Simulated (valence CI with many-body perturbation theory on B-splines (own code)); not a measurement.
**Xe47+: electric-dipole lines**

Level of theory: valence CI with perturbative core correlation (CI+MBPT): five valence electrons over a frozen Dirac-Fock core [He], radial functions for each j: 9 s, 9 p, 8 d, 6 f, 3 g, 1 h, with the one-electron correlation potential Σ1 (screened to all orders), the two-electron term Σ2, the three-electron term Σ3, Breit, model QED; selected single and double excitations, second order for the rest (own B-spline code, finite nucleus).

The last digits are not significant, and no measured levels were compared; by estimate large intervals hold to a few tenths of a per cent, small ones and those within an open d or f shell to about a per cent. Among the levels kept, up to 1800 cm⁻¹ of a level comes from second order outside the variational space, and about a tenth of that is noise between levels of different J, which matters for small intervals.

Lines 51 to 100 of 266 in falling wavelength, among levels below 5373.5 eV, chosen from the strongest by gf and those to the six lowest levels. Wavelengths and rates use the calculated energies. Electric multipoles are in the length gauge, E1 and E2 with the static RPA response of the core. Weak lines are less certain than strong ones. Lines between different terms over intervals too small for the method are left out, as are lines whose strength nearly cancels. The highest levels of a list are the least certain.

Levels are named by their leading jj configuration (3d3/2^4 stands for four electrons in 3d with j = 3/2), which in mixed levels can hold well under half, so a name can repeat and another be missing. Letters in brackets count levels of one name in rising energy.

```csv
λ vac (nm),Upper,Lower,A (s⁻¹),log gf,Branch %
7.362,(2s 2p1/2^2 2p3/2 3d3/2) J=5/2,(2s 2p1/2^2 2p3/2 3p1/2) J=3/2 [a],2.46e+10,-0.92,0.1
7.358,(2s^2 2p1/2 2p3/2 3p3/2) J=3/2 [a],(2s^2 2p1/2 2p3/2 3s) J=1/2,3.74e+10,-0.92,6.3
7.318,(2s 2p1/2^2 2p3/2 3s) J=5/2,(2s^2 2p1/2 2p3/2 3s) J=3/2 [b],1.34e+10,-1.19,0.1
7.298,(2s^2 2p1/2 2p3/2 3d3/2) J=5/2,(2s^2 2p1/2 2p3/2 3p1/2) J=3/2 [a],5.30e+10,-0.60,0.1
7.251,(2s 2p1/2^2 2p3/2 3d3/2) J=5/2,(2s 2p1/2^2 2p3/2 3p1/2) J=5/2 [a],1.58e+10,-1.13,0.0
7.237,(2s^2 2p1/2 2p3/2 3d3/2) J=7/2,(2s^2 2p1/2 2p3/2 3p1/2) J=5/2,6.61e+10,-0.38,90.9
7.235,(2s 2p1/2^2 2p3/2 3d3/2) J=3/2,(2s 2p1/2^2 2p3/2 3p1/2) J=3/2 [a],3.83e+10,-0.92,0.1
7.224,(2s 2p1/2^2 2p3/2 3p3/2) J=5/2 [a],(2s^2 2p1/2 2p3/2 3p3/2) J=5/2 [b],2.67e+10,-0.90,0.0
7.209,(2s^2 2p1/2^2 3d3/2) J=3/2,(2s^2 2p1/2^2 3p1/2) J=1/2,7.15e+10,-0.65,0.1
7.200,(2s 2p1/2^2 2p3/2 3p3/2) J=3/2 [a],(2s 2p1/2^2 2p3/2 3s) J=5/2,1.66e+10,-1.29,0.0
7.193,(2s 2p1/2^2 2p3/2 3p3/2) J=3/2 [b],(2s 2p1/2^2 2p3/2 3s) J=3/2 [b],5.13e+10,-0.80,0.1
7.162,(2s 2p1/2^2 2p3/2 3d3/2) J=1/2,(2s 2p1/2^2 2p3/2 3p1/2) J=3/2 [a],7.73e+10,-0.92,0.3
7.147,(2s^2 2p1/2 2p3/2 3d3/2) J=3/2 [a],(2s^2 2p1/2 2p3/2 3p1/2) J=1/2,3.67e+10,-0.95,0.0
7.128,(2s 2p1/2^2 2p3/2 3d3/2) J=3/2,(2s 2p1/2^2 2p3/2 3p1/2) J=5/2 [a],1.53e+10,-1.33,0.0
7.126,(2s^2 2p1/2^2 3p3/2) J=3/2,(2s^2 2p1/2^2 3s) J=1/2,1.11e+11,-0.47,21.4
7.086,(2s 2p1/2^2 2p3/2 3p3/2) J=3/2 [b],(2s 2p1/2^2 2p3/2 3s) J=1/2,6.54e+10,-0.71,0.1
7.069,(2s 2p1/2^2 2p3/2 3d3/2) J=7/2,(2s 2p1/2^2 2p3/2 3p1/2) J=5/2 [a],2.53e+10,-0.82,1.2
7.058,(2s^2 2p1/2 2p3/2 3p3/2) J=3/2 [a],(2s^2 2p1/2 2p3/2 3s) J=3/2 [a],2.32e+10,-1.16,3.9
6.991,(2s^2 2p1/2 2p3/2 3d3/2) J=1/2 [a],(2s^2 2p1/2 2p3/2 3p1/2) J=1/2,6.60e+10,-1.01,0.1
6.935,(2s 2p1/2^2 2p3/2 3p3/2) J=1/2 [b],(2s 2p1/2^2 2p3/2 3s) J=1/2,1.13e+11,-0.79,2.4
6.775,(2s^2 2p1/2 2p3/2 3p3/2) J=5/2 [b],(2s^2 2p1/2 2p3/2 3s) J=3/2 [b],5.23e+10,-0.67,1.2
6.695,(2s 2p1/2^2 2p3/2 3p3/2) J=5/2 [a],(2s 2p1/2^2 2p3/2 3s) J=5/2,2.20e+10,-1.05,0.0
6.683,(2s^2 2p1/2 2p3/2 3p3/2) J=3/2 [b],(2s^2 2p1/2 2p3/2 3s) J=3/2 [a],2.32e+10,-1.21,0.2
6.644,(2s 2p1/2^2 2p3/2 3p1/2) J=5/2 [b],(2s^2 2p1/2 2p3/2 3p1/2) J=5/2,2.28e+10,-1.04,0.0
6.616,(2s^2 2p1/2 2p3/2 3p3/2) J=5/2 [b],(2s^2 2p1/2 2p3/2 3s) J=5/2,7.19e+10,-0.55,1.7
6.501,(2s 2p1/2^2 2p3/2 3s) J=5/2,(2s^2 2p1/2 2p3/2 3s) J=3/2 [a],5.62e+10,-0.67,0.4
6.489,(2s^2 2p1/2 2p3/2 3p3/2) J=1/2 [b],(2s^2 2p1/2 2p3/2 3s) J=3/2 [b],9.75e+10,-0.91,1.7
6.426,(2s 2p1/2^2 2p3/2 3s) J=3/2 [a],(2s^2 2p1/2 2p3/2 3s) J=3/2 [b],3.00e+10,-1.13,0.1
6.262,(2s 2p1/2^2 2p3/2^2) J=5/2,(2s^2 2p1/2 2p3/2^2) J=5/2,8.41e+09,-1.53,3.9
6.042,(2s^2 2p1/2 2p3/2 3p3/2) J=1/2 [b],(2s^2 2p1/2 2p3/2 3s) J=1/2,5.05e+10,-1.26,0.9
5.987,(2s 2p1/2^2 2p3/2 3s) J=3/2 [a],(2s^2 2p1/2 2p3/2 3s) J=1/2,2.94e+10,-1.20,0.1
5.777,(2s 2p1/2^2 2p3/2 3p3/2) J=5/2 [a],(2s^2 2p1/2 2p3/2 3p3/2) J=5/2 [a],2.78e+10,-1.08,0.0
5.687,(2s 2p1/2^2 2p3/2^2) J=5/2,(2s^2 2p1/2 2p3/2^2) J=3/2,1.69e+10,-1.31,7.9
5.679,(2s 2p1/2 2p3/2^3) J=5/2,(2s^2 2p3/2^3) J=3/2,1.71e+10,-1.30,2.4
5.266,(2s 2p1/2^2 2p3/2^2) J=1/2,(2s^2 2p1/2 2p3/2^2) J=1/2,3.33e+10,-1.56,4.0
5.232,(2s 2p1/2^2 2p3/2^2) J=3/2,(2s^2 2p1/2 2p3/2^2) J=1/2,1.16e+08,-3.72,0.0
5.224,(2s 2p1/2^2 2p3/2 3s) J=1/2,(2s^2 2p1/2 2p3/2 3s) J=3/2 [b],7.46e+10,-1.21,0.1
5.166,(2s 2p1/2^2 2p3/2 3p1/2) J=3/2 [b],(2s^2 2p1/2 2p3/2 3p1/2) J=5/2,3.25e+10,-1.28,0.1
5.151,(2s 2p1/2^2 2p3/2 3p3/2) J=5/2 [b],(2s^2 2p1/2 2p3/2 3p3/2) J=7/2,2.08e+10,-1.30,0.0
5.143,(2p1/2^2 2p3/2^3) J=3/2,(2s 2p1/2 2p3/2^3) J=3/2 [b],3.50e+10,-1.26,1.7
4.848,(2p1/2 2p3/2^4) J=1/2,(2s 2p3/2^4) J=1/2,7.00e+10,-1.31,2.5
4.622,(2s 2p1/2^2 2p3/2^2) J=3/2,(2s^2 2p1/2 2p3/2^2) J=5/2,3.51e+10,-1.35,2.4
4.325,(2s 2p1/2^2 2p3/2^2) J=1/2,(2s^2 2p1/2 2p3/2^2) J=3/2,5.45e+08,-3.51,0.1
4.302,(2s 2p1/2^2 2p3/2^2) J=3/2,(2s^2 2p1/2 2p3/2^2) J=3/2,1.32e+10,-1.84,0.9
4.290,(2p1/2^2 2p3/2^3) J=3/2,(2s 2p1/2 2p3/2^3) J=5/2,9.94e+10,-0.96,4.7
2.434,(2s 2p1/2 2p3/2^3) J=3/2 [a],(2s^2 2p1/2 2p3/2^2) J=1/2,5.92e+09,-2.68,0.8
2.295,(2s 2p1/2^2 2p3/2^2) J=5/2,(2s^2 2p1/2^2 2p3/2) J=3/2,1.88e+11,-1.05,88.1
2.294,(2s 2p1/2 2p3/2^3) J=3/2 [a],(2s^2 2p1/2 2p3/2^2) J=5/2,2.57e+10,-2.09,3.6
2.216,(2s 2p1/2^2 2p3/2 3d5/2) J=3/2,(2s^2 2p1/2^2 3d3/2) J=3/2,2.00e+11,-1.23,0.2
2.212,(2s 2p1/2 2p3/2^3) J=3/2 [a],(2s^2 2p1/2 2p3/2^2) J=3/2,6.66e+11,-0.71,93.5
```

Problem. How does gf follow from A for the line at 6.991 nm?

Solution. gf = 1.4992 × (2J+1)_upper × A / σ², with σ = 1430436 cm⁻¹ and 2J+1 = 2: gf = 0.0967.
